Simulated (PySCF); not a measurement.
**Telling isomers of CH$_{4}$B$_{3}$NO$_{3}$ apart by NMR**

- spin–spin couplings from B3LYP/pcJ-1 (spin–dipole term left out of most H,H and C,H couplings)
- structure optimised with PBE0-D3(BJ)/def2-SVP
- NMR shieldings at PBE0/pcSseg-1/GIAO
- run in PySCF
- relativity neglected, single conformer, equivalent nuclei averaged, no solvent

Shifts are taken against calculated references (same method and geometry level): 1H (31.27 ppm), 13C (184.41 ppm) vs TMS. Multiplet labels drop J under 1 Hz and among equivalent protons, and merge close values. Unscaled 3J(H,H) run several per cent high. Couplings to H on boron are left out. Carbons bonded to boron are broad in practice. Shifts are as computed. Against solution values, carbons near 30 ppm lie about +2 ppm off and those near 130 ppm about +5 ppm. Of 1313 compounds with measured shifts, 239 miss one by over three times the rms of a fit or turn the order of signals round; such compounds aren't used in these exercises. OH and NH positions are gas-phase values without hydrogen bonding to other molecules.

(1) Tabulate the signals of `C=NB1OBOBO1`, `[H]/N=C/B1OBOBO1` and their relative energies.

(2) What is the quickest way to tell C=NB1OBOBO1 from [H]/N=C/B1OBOBO1?

Results:

(1) 
```json
{"SMILES": "C=NB1OBOBO1", "carbon types": "1×CH2", "δC": "160.8", "δH": "8.29 (m, 1H), 8.10 (m, 1H), 4.58 (br, 2H)", "E rel. (kcal/mol)": "0.0"}
{"SMILES": "[H]/N=C/B1OBOBO1", "carbon types": "1×CH", "δC": "187.0", "δH": "13.34 (br s, 1H), 8.60 (s, 1H), 4.72 (br, 2H)", "E rel. (kcal/mol)": "16.4"}
```

Energies are electronic energies at PBE0/pcSseg-1 on these geometries, without zero-point or thermal terms, each for the one conformer computed, which needn't be the lowest.

(2) Both give the same number of carbon signals, but DEPT or the intensities differ. The first has a C=N carbon (CH2) at 160.8 ppm, the second a C=N carbon (CH) at 187.0 ppm.
